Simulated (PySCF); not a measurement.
**Where the electron goes**

Ni(PH3)4 (singlet state).
Geometry (PBE0-D3(BJ)/def2-SVP, Å), atoms numbered from 1 in this order:
```
atom  x, y, z in Å
Ni1   -0.0084   -0.0014    0.0046
P2    -0.0107   -0.0289    2.1192
H3     0.5167   -1.1144    2.8904
H4    -1.2124    0.0509    2.8930
H5     0.6620    0.9660    2.8997
P6     1.9883   -0.0020   -0.6875
H7     2.8956   -1.0843   -0.4482
H8     2.9403    0.9955   -0.2992
H9     2.3271    0.0890   -2.0757
P10   -0.9925    1.7404   -0.6762
H11   -0.5377    3.0616   -0.3623
H12   -2.3540    2.0357   -0.3450
H13   -1.1729    2.0372   -2.0656
P14   -0.9961   -1.7152   -0.7422
H15   -0.5414   -3.0475   -0.4778
H16   -1.1747   -1.9591   -2.1419
H17   -2.3577   -2.0241   -0.4250
```

Computed, not measured: PySCF 2.14.0, density-fitted response routines, TDDFT wB97X-D/def2-SVPD, vertical, gas phase, core orbitals frozen in the response.

Kohn–Sham orbitals with the atoms that hold most of them (Löwdin shares over 4%, at most four atoms; ? is withheld):

```tsv
orbital	ε (eV)	atoms
LUMO+2	2.09	Ni1 20%, P2 9%, P10 9%, P14 9%
LUMO+1	2.09	Ni1 20%, P10 9%, P14 9%, P6 9%
LUMO	1.92	?
HOMO	-7.29	Ni1 60%, P6 9%, P14 7%, P2 6%
HOMO-1	-7.31	Ni1 60%, P10 9%, P2 7%, P6 6%
HOMO-2	-7.31	Ni1 61%, P14 8%, P2 7%, P10 6%
HOMO-3	-8.51	Ni1 83%
```

Which atoms hold the LUMO, and with what shares?

Ni1 (bonded to 4 P) 25%; P14 (bonded to Ni and 3 H) 7%; P2 (bonded to Ni and 3 H) 7%; P10 (bonded to Ni and 3 H) 7%. By element: nickel 25%, phosphorus 21% or more.

Within 0.005 eV of a neighbour in this list lie LUMO+1/LUMO+2.

The HOMO–LUMO gap is 9.21 eV. Where does the response calculation put the lowest singlet, and from which orbitals?

S1 is at 4.73 eV (f = 0.0000), 4.47 eV below the gap, made of HOMO→LUMO+4 (32%), HOMO→LUMO+1/LUMO+2 (≥26%), HOMO-2/HOMO-1→LUMO+1/LUMO+2 (≥20%). Without the coupling terms of the response equations the lowest excitation would equal the gap.

Next come S2 at 4.75 eV (f 0.0000), HOMO→LUMO+3 (27%), HOMO-2/HOMO-1→LUMO+1/LUMO+2 (≥24%), HOMO-2/HOMO-1→LUMO+5 (≥12%); S3 at 4.75 eV (f 0.0000), HOMO-2/HOMO-1→LUMO+3 (≥25%), HOMO-2/HOMO-1→LUMO+1/LUMO+2 (≥20%), HOMO-2/HOMO-1→LUMO+4 (≥20%); S4 at 4.84 eV (f 0.0001), HOMO→LUMO+4 (28%), HOMO-2/HOMO-1→LUMO+1/LUMO+2 (≥13%), HOMO-2/HOMO-1→LUMO+4 (≥12%); S5 at 4.85 eV (f 0.0002), HOMO-2/HOMO-1→LUMO+5 (≥23%), HOMO→LUMO+5 (15%), HOMO→LUMO+3 (11%).

Orbitals of the list HOMO-3 to LUMO+2 that lie within 0.01 eV of each other are written together with a slash and their weights summed (≥ marks a lower bound); for degenerate orbitals outside that list single weights are arbitrary.

Löwdin shares depend on the basis, the more so with diffuse functions.
